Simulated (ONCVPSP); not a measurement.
Pd: excitation energies, all-electron against ONCV

| Quantity | Value |
| --- | --- |
| Element | Pd |
| Generator | ONCVPSP 4.0.1 |
| Type | optimised norm-conserving Vanderbilt (ONCV) |
| Functional | PBE |
| Relativity | fully relativistic |
| Frozen core | [Ar] 3d10 |
| Valence charge | 18 |
| Reference configuration | 4s2 4p6 4d9.5 (charge +0.5) |
| Partial waves | 4s: rc 1.25 bohr, ncon 4, nbas 8, qcut 8.9 1/bohr, 2 projectors, debl 1.4 Ha; 4p: rc 1.70 bohr, ncon 4, nbas 8, qcut 10.3 1/bohr, 3 projectors, debl 2.5 Ha; 4d: rc 1.95 bohr, ncon 4, nbas 9, qcut 7.1 1/bohr, 2 projectors, debl 2.5 Ha |
| Local potential | polynomial inside 1.05 bohr (lpopt 4, dvloc0 0 Ha) |
| Core correction | Teter function fitted to the true core (icmod 2), fcfact 0.3 |

Open shells are filled in proportion to 2j + 1.

In the s channel the program set the typed energies aside and used -3.329, 0.250 Ha.

Energies are relative to the spin-unpolarised reference configuration 4s2 4p6 4d9.5; without spin polarisation the order of configurations can differ from experiment.

(1) Give the all-electron excitation energy and the error of the potential for: 4s2 4p6 4d10; 4s2 4p6 4d9; 4s2 4p6 4d8; 4s1 4p6 4d10.

Results:

(1)

```json
{"valence configuration": "4s2 4p6 4d10", "charge": "0", "ΔE all-electron (eV)": "-3.236", "error AE − PS (meV)": "0.0"}
{"valence configuration": "4s2 4p6 4d9", "charge": "+1", "ΔE all-electron (eV)": "5.883", "error AE − PS (meV)": "+0.4"}
{"valence configuration": "4s2 4p6 4d8", "charge": "+2", "ΔE all-electron (eV)": "26.702", "error AE − PS (meV)": "+12"}
{"valence configuration": "4s1 4p6 4d10", "charge": "+1", "ΔE all-electron (eV)": "88.315", "error AE − PS (meV)": "-139"}
```
